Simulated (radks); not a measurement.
The numbers below are computed, except where a source is named.
Task: The indium ion In5+ is in [Kr] 4d(3/2: 4, 5/2: 4). Code: a radial shooting solver on a logarithmic mesh with Libxc functionals. Model: Dirac Kohn-Sham, relativistic LDA (MacDonald-Vosko exchange, VWN5 correlation), spin-unpolarised, spherical densities, finite nucleus; Fermi nuclear charge, rms radius of each element as measured or else 0.836 A^(1/3) + 0.57 fm. Sub-shells are occupied by j as written (lower j first in brackets). One electron is removed from 4p3/2, 4d5/2, 4d3/2, 4p1/2 in turn, with full relaxation. Which removal costs least, and what does each cost?

Result: 4d5/2 92.797 eV; 4d3/2 93.882 eV; 4p3/2 153.71 eV; 4p1/2 160.88 eV. The 4d5/2 electron leaves first.
